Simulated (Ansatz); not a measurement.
Basis-set extrapolation for B$_{2}$FH$_{3}$O$_{2}$, SMILES `OBB(O)F` (PBE0-D4/def2-TZVP geometry, frozen core, Ansatz). Multiplicity 1, RHF reference.

|  | def2-TZVPP | def2-QZVPP |
| --- | --- | --- |
| HF | -300.568364 | -300.582378 |
| MP2 correlation | -0.916570 | -0.992881 |
| CCSD(T) correlation | -0.967669 | not run |

Energies in hartree. Use E(X) = E(∞) + A·exp(−7.88·√X) for Hartree–Fock and E(X) = E(∞) + B·X^(−2.97) for correlation, with X = 3 and 4, and add CCSD(T) minus MP2 of the smaller set to the MP2 limit.

Q: What is the CCSD(T) energy at the basis-set limit?

A: HF limit: -300.582378 + (-0.014014) × 0.13774 = -300.58431. MP2 limit: -0.992881 + (-0.076311) × 0.74074 = -1.04941. Higher-order term: -0.967669 − (-0.916570) = -0.05110. Total: -301.68482 hartree, 93.4 kcal/mol below CCSD(T)/def2-TZVPP.
